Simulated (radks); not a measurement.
Species: Ti3+. Configuration: [Ar] 3d1. All-electron calculation, non-relativistic Kohn-Sham, LDA (Slater exchange, Perdew-Wang correlation), spin-polarised, spherical densities, point nucleus; open shells are filled with parallel spins first. Program: a radial shooting solver on a logarithmic mesh with Libxc functionals.

X-ray form factor f0, the Fourier transform of the density (f0(0) = 19):

sin(theta)/lambda (1/angstrom),f0 (electrons)
0.05,18.763
0.1,18.088
0.15,17.066
0.2,15.822
0.25,14.485
0.3,13.164
0.4,10.851
0.5,9.149
0.6,8.000
0.8,6.649
1,5.716
1.25,4.620
1.5,3.629
2,2.272
